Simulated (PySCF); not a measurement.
Does the answer move with the share of exact exchange?

Compound: C4H12GeSi.
Numbering: `[SiH3:1][GeH2:2][CH:3]1[CH2:4][CH2:5][CH2:6]1` (hydrogens: H7, H8, H9 on Si1; H10, H11 on Ge2; H12 on C3; H13, H14 on C4; H15, H16 on C5; H17, H18 on C6)

Geometry (PBE0-D3(BJ)/def2-SVP, Å), atoms numbered from 1 in this order:
```
atom  x, y, z in Å
Si1    1.7814    0.4304    1.3703
Ge2    1.1442   -1.0227   -0.4127
C3    -0.6603   -0.6006   -1.0680
C4    -0.8961    0.9005   -1.3663
C5    -1.6262    1.0259   -0.0156
C6    -1.7346   -0.5097    0.0436
H7     3.1618    0.0997    1.8424
H8     1.7668    1.8580    0.9209
H9     0.8430    0.2942    2.5284
H10    1.1874   -2.4838    0.0894
H11    2.1656   -0.8771   -1.5636
H12   -0.8808   -1.2953   -1.8939
H13   -1.5772    1.0421   -2.2202
H14   -0.0163    1.5442   -1.5290
H15   -2.5649    1.5992   -0.0003
H16   -0.9751    1.4297    0.7759
H17   -1.5266   -0.9962    1.0105
H18   -2.7139   -0.8700   -0.3088
```

PySCF, def2-SVPD basis, density fitting, gas phase, PBE0-D3(BJ)/def2-SVP geometry; singlet excitations by full TDDFT with frozen cores, triplets by Tamm–Dancoff TDDFT and ionisation energies by ΔSCF, from the lowest of the holes tried. One functional is left out:

| functional | exact exchange (%) | HOMO energy (eV) | LUMO energy (eV) | lowest singlet excitation (eV) | lowest triplet excitation (eV) | dipole moment (D) | mean polarisability (au) | vertical ionisation energy (eV) |
| --- | --- | --- | --- | --- | --- | --- | --- | --- |
| LDA | 0 | -6.63 | -0.70 | 6.07 | 5.79 | 1.086 | 114.5 | 9.16 |
| PBE | 0 | -6.56 | -0.52 | 6.18 | 5.81 | 1.118 | 111.9 | 9.08 |
| PBE0 | 25 | -7.69 | 0.23 | 6.85 | 6.19 | 1.073 | 108.0 | 9.41 |
| BHandHLYP | 50 | -8.72 | 0.88 | 7.28 | 6.51 | 1.033 | 104.9 | 9.56 |

Q: Predict the row of B3LYP (20 % exact exchange) by straight lines through the other rows, and check it.

A: 
```tsv
property	line	computed	computed − line	PBE0 (25 %), for comparison
HOMO energy (eV)	-7.45	-7.50	-0.05	-7.69
LUMO energy (eV)	0.01	0.01	0.00	0.23
lowest singlet excitation (eV)	6.62	6.69	+0.07	6.85
lowest triplet excitation (eV)	6.09	6.19	+0.10	6.19
dipole moment (D)	1.076	1.077	+0.001	1.073
mean polarisability (au)	109.6	108.8	-0.8	108.0
vertical ionisation energy (eV)	9.31	9.40	+0.09	9.41
```
